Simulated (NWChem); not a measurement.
System: C2H6OSi; SMILES O=CC[SiH3]

Input file for NWChem:

```
start job
memory heap 200 mb stack 900 mb global 1100 mb
geometry units angstroms noautosym nocenter noautoz
  O     -0.421391     2.138591    -0.207348
  C      0.201961     1.303713     0.392397
  C      0.821750     0.091970    -0.226959
  Si    -0.246341    -1.466451     0.001442
  H      0.336441     1.380276     1.504821
  H      1.796738    -0.121296     0.242538
  H      0.955640     0.257597    -1.307641
  H     -1.548592    -1.302211    -0.706121
  H     -0.500057    -1.699029     1.455429
  H      0.489971    -2.637140    -0.560104
end
basis spherical
  * library def2-svp
end
dft
  xc pbe0
  iterations 150
end
cosmo
  do_cosmo_smd true
  solvent toluene
end
task dft energy
```

Output (shortened):

```
             Northwest Computational Chemistry Package (NWChem) 7.3.0
             --------------------------------------------------------

                             Geometry "geometry" -> ""
                             -------------------------

 Output coordinates in angstroms (scale by  1.889725989 to convert to a.u.)

  No.       Tag          Charge          X              Y              Z
 ---- ---------------- ---------- -------------- -------------- --------------
    1 O                    8.0000    -0.42139100     2.13859100    -0.20734800
    2 C                    6.0000     0.20196100     1.30371300     0.39239700
    3 C                    6.0000     0.82175000     0.09197000    -0.22695900
    4 Si                  14.0000    -0.24634100    -1.46645100     0.00144200
    5 H                    1.0000     0.33644100     1.38027600     1.50482100
    6 H                    1.0000     1.79673800    -0.12129600     0.24253800
    7 H                    1.0000     0.95564000     0.25759700    -1.30764100
    8 H                    1.0000    -1.54859200    -1.30221100    -0.70612100
    9 H                    1.0000    -0.50005700    -1.69902900     1.45542900
   10 H                    1.0000     0.48997100    -2.63714000    -0.56010400

 Effective nuclear repulsion energy (a.u.)     153.0405089551

                                 NWChem DFT Module
                                 -----------------

 Summary of "ao basis" -> "ao basis" (spherical)
 ------------------------------------------------------------------------------
       Tag                 Description            Shells   Functions and Types
 ---------------- ------------------------------  ------  ---------------------
 O                          def2-svp                 6       14   3s2p1d
 C                          def2-svp                 6       14   3s2p1d
 Si                         def2-svp                 8       18   4s3p1d
 H                          def2-svp                 3        5   2s1p

 in cosmo_initialize ...
 calling solv_data for solv:toluene

 solvent parameters
 solvname_short: toluene
 solvname_long:  toluene
 dielec:        2.3741
 dielecinf:     2.2383
 nonaqueous SMD model solvent descriptors
 dielec:        2.3741
 sola:          0.0000
 solb:          0.1400
 solc:          0.8570
 solg:         40.2000
 solh:          0.0000
 soln:          1.4961

          ---------------
          -cosmo- solvent
          ---------------
 Cosmo: York-Karplus, doi: 10.1021/jp992097l
 dielectric constant -eps-     =   2.37
 screen = (eps-1)/(eps    )    =   0.57879
 surface charge correction     = lagrangian

   van der Waals surface
 --------------------------

[...]

                                COSMO-SMD solvation results
                                ---------------------------

             internal energy in gas <Psi(g)|H|Psi(g)> =      -444.013218718533
         internal energy in solvent <Psi(s)|H|Psi(s)> =      -444.012928097744
                               delta internal energy  =         0.000290620789 (    0.18 kcal/mol)
   total free energy in solvent <Psi(s)|H+V/2|Psi(s)> =      -444.016535235457
 polarization energy contribution <Psi(s)|V/2|Psi(s)> =        -0.003607137713 (   -2.26 kcal/mol)
    total free energy in solvent including G(SMD-CDS) =      -444.018837985420
                       G(SMD-CDS) energy contribution =        -0.002302749963 (   -1.44 kcal/mol)
     1 M fixed-concentration free energy of solvation =        -0.005619266887 (   -3.53 kcal/mol)

                       DFT Final Molecular Orbital Analysis
                       ------------------------------------

 Vector   18  Occ=2.000000D+00  E=-3.558250D-01
              MO Center= -6.2D-01, -1.3D+00,  1.3D-01, r^2= 2.8D+00
   Bfn.  Coefficient  Atom+Function         Bfn.  Coefficient  Atom+Function
  ----- ------------  ---------------      ----- ------------  ---------------
    76      0.327178   8 H  s                81     -0.293972   9 H  s
    52     -0.235964   4 Si pz               77      0.183478   8 H  s
    82     -0.171553   9 H  s                55     -0.168201   4 Si pz
    50     -0.138161   4 Si px               49      0.132914   4 Si pz
    34      0.132108   3 C  pz               66      0.125721   6 H  s

 Vector   19  Occ=2.000000D+00  E=-3.393743D-01
              MO Center=  1.5D-01,  1.2D-01, -8.6D-02, r^2= 3.4D+00
   Bfn.  Coefficient  Atom+Function         Bfn.  Coefficient  Atom+Function
  ----- ------------  ---------------      ----- ------------  ---------------
    32     -0.274529   3 C  px                4      0.265460   1 O  px
    33     -0.232432   3 C  py               51      0.188490   4 Si py
    35     -0.184871   3 C  px                7      0.183553   1 O  px
     5      0.169469   1 O  py               31      0.158281   3 C  s
    36     -0.152955   3 C  py               50      0.151755   4 Si px

 Vector   20  Occ=2.000000D+00  E=-2.679322D-01
              MO Center= -9.9D-02,  1.6D+00,  6.5D-02, r^2= 2.1D+00
   Bfn.  Coefficient  Atom+Function         Bfn.  Coefficient  Atom+Function
  ----- ------------  ---------------      ----- ------------  ---------------
     6      0.476113   1 O  pz                9      0.346975   1 O  pz
    31      0.291865   3 C  s                 5      0.263255   1 O  py
    61     -0.255560   5 H  s                33      0.216475   3 C  py
     8      0.204670   1 O  py               62     -0.196827   5 H  s
    36      0.178466   3 C  py               20     -0.133378   2 C  pz

 Vector   21  Occ=0.000000D+00  E=-2.055737D-02
              MO Center=  6.7D-02,  1.0D+00,  1.5D-01, r^2= 3.0D+00
   Bfn.  Coefficient  Atom+Function         Bfn.  Coefficient  Atom+Function
  ----- ------------  ---------------      ----- ------------  ---------------
    21      0.440404   2 C  px               18      0.415072   2 C  px
     7     -0.356944   1 O  px                4     -0.334727   1 O  px
    87     -0.334119  10 H  s                22      0.290742   2 C  py
    53      0.289750   4 Si px               45      0.261205   4 Si s
    19      0.231205   2 C  py                8     -0.226248   1 O  py

 Vector   22  Occ=0.000000D+00  E= 3.948481D-02
              MO Center= -1.1D-01, -1.4D+00,  1.6D-02, r^2= 4.5D+00
   Bfn.  Coefficient  Atom+Function         Bfn.  Coefficient  Atom+Function
  ----- ------------  ---------------      ----- ------------  ---------------
    31      1.721314   3 C  s                54     -1.216558   4 Si py
    53     -0.642662   4 Si px               87     -0.520916  10 H  s
    67     -0.495161   6 H  s                72     -0.391139   7 H  s
    36     -0.371425   3 C  py               77     -0.315736   8 H  s
    82     -0.255965   9 H  s                46     -0.191129   4 Si s

 Vector   23  Occ=0.000000D+00  E= 6.664320D-02
              MO Center= -1.7D-01, -1.5D+00, -3.2D-03, r^2= 3.7D+00
   Bfn.  Coefficient  Atom+Function         Bfn.  Coefficient  Atom+Function
  ----- ------------  ---------------      ----- ------------  ---------------
    55      1.351828   4 Si pz               77      1.121206   8 H  s
    82     -1.108743   9 H  s                53      0.734102   4 Si px
    54     -0.362008   4 Si py               52      0.198458   4 Si pz
    76      0.163781   8 H  s                81     -0.162137   9 H  s
    87     -0.135272  10 H  s                35     -0.128123   3 C  px

     Multipole analysis of the density
     ---------------------------------

     L   x y z        total         alpha         beta         nuclear
     -   - - -        -----         -----         ----         -------
     0   0 0 0     -0.000000    -20.000000    -20.000000     40.000000

     1   1 0 0      0.701289     -0.454856     -0.454856      1.611001
     1   0 1 0     -0.840736     -1.205274     -1.205274      1.569812
     1   0 0 1      0.327283      0.179747      0.179747     -0.032212

     2   2 0 0    -24.025664    -36.491547    -36.491547     48.957431
     2   1 1 0      1.758864     -2.598685     -2.598685      6.956234
     2   1 0 1     -0.063362      0.264390      0.264390     -0.592142
     2   0 2 0    -29.622169   -176.343212   -176.343212    323.064256
     2   0 1 1      1.390061     -1.093560     -1.093560      3.577181
     2   0 0 2    -23.913523    -27.206496    -27.206496     30.499468
```

Level: PBE0/def2-SVP, SMD on the gas-phase geometry. All runs use the structure optimised with PBE0/def2-SVP. Solvent: toluene.
